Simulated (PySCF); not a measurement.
**Vibration and rotation of WC**

r²SCAN constants of WC, triplet, unpaired electrons σ ↑, δ ↑, a mixture of terms (⟨Lz²⟩ = 8.5) (PySCF, spin-free X2C with a Gaussian nucleus, basis sets W x2c-TZVPPall, C x2c-TZVPPall; masses 183.9509 and 12.0000 u):

| Property | Result |
| --- | --- |
| ωe | 1079.6 cm⁻¹ |
| ωexe | 4.7 cm⁻¹ |
| Be | 0.53724 cm⁻¹ |
| αe | 0.00313 cm⁻¹ |

What force constant and bond length do these constants imply?

Reduced mass μred = 11.265 u; k = 5.8918×10⁻⁷·μred·ωe² (u, cm⁻¹, mdyn/Å) = 7.74 mdyn/Å; Re = √(16.8576/(μred·Be)) (u, cm⁻¹, Å) = 1.669 Å.

Estimate the centrifugal constant D from the Kratzer relation and find the Dunham coefficient a1.

D = 4Be³/ωe² = 5.32e-07 cm⁻¹; a1 = −1 − αeωe/(6Be²) = -2.95.

De is left out where the level can put another filling of the metal’s s and d shells below the measured ground configuration, by anything from nothing to about 1 eV. Spin–orbit coupling is left out, which matters for elements this heavy, above all for dissociation energies. With d or f electrons several states lie close, and the lowest PBE0 determinant need not be the measured ground state.
